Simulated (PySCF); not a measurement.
Geometry:
```tsv
atom	x (Å)	y (Å)	z (Å)
C1	-0.338	1.148	0.057
C2	-0.449	-0.187	-0.059
Si3	-2.111	-0.989	0.269
F4	-3.148	0.213	0.634
S5	0.815	-1.312	-0.508
C6	2.234	-0.243	-0.786
H7	0.595	1.691	-0.121
H8	-1.210	1.742	0.343
H9	-2.048	-1.920	1.428
H10	-2.622	-1.695	-0.937
H11	2.033	0.480	-1.590
H12	2.519	0.289	0.134
H13	3.059	-0.900	-1.091
```

Geometry: PBE0-D3(BJ)/def2-SVP; GIAO shifts from PySCF 2.14.0 with density-fitted response routines, gas phase, non-relativistic, averaged over equivalent atoms.

At LC-wPBE/pcSseg-1 (151 basis functions, 29 s wall time on 1 thread of an Arm Neoverse V1, shared host):
| atoms | δ (ppm) |
| --- | --- |
| C2 | 152.1 |
| C1 | 130.6 |
| C6 | 14.9 |
| Si3 | -3.1 |
| F4 | -201.5 |
| S5 | -26.2 |
| H8 | 6.19 |
| H7 | 5.65 |
| H9/H10 | 5.03 |
| H11/H12/H13 | 2.09 |

δ = σ(ref) − σ, references computed at the same level: ¹³C (σ = 188.56 ppm) and ²⁹Si (σ = 358.50 ppm) and ¹H (σ = 31.33 ppm) against TMS; CFCl3 for ¹⁹F (σ = 205.86 ppm); CS2 for ³³S (σ = 493.10 ppm).

**Question.** Predict the values at PBE0/IGLO-III on the same geometry.

**Answer.** 
```json
{"atoms": "C2", "δ at PBE0/IGLO-III": "154.5", "change": "+2.4"}
{"atoms": "C1", "δ at PBE0/IGLO-III": "123.0", "change": "-7.6"}
{"atoms": "C6", "δ at PBE0/IGLO-III": "16.2", "change": "+1.3"}
{"atoms": "Si3", "δ at PBE0/IGLO-III": "-15.2", "change": "-12.1"}
{"atoms": "F4", "δ at PBE0/IGLO-III": "-218.3", "change": "-16.8"}
{"atoms": "S5", "δ at PBE0/IGLO-III": "41.3", "change": "+67.5"}
{"atoms": "H8", "δ at PBE0/IGLO-III": "6.08", "change": "-0.11"}
{"atoms": "H7", "δ at PBE0/IGLO-III": "5.57", "change": "-0.08"}
{"atoms": "H9/H10", "δ at PBE0/IGLO-III": "5.36", "change": "+0.33"}
{"atoms": "H11/H12/H13", "δ at PBE0/IGLO-III": "2.28", "change": "+0.19"}
```

Scale: TMS for ¹³C (σ = 183.78 ppm) and ²⁹Si (σ = 345.34 ppm) and ¹H (σ = 31.37 ppm); ¹⁹F (σ = 174.63 ppm) against CFCl3; ³³S (σ = 518.71 ppm) vs CS2 (reference shieldings calculated alike).

The largest change is at S5 (sulfide sulfur). Cost: 298 basis functions, 52 s wall time on 1 thread of an Arm Neoverse V1, shared host. The order of the carbon signals is the same at both levels.

Unscaled 19F shifts against computed CFCl3 carry errors that often reach 10 to 50 ppm.
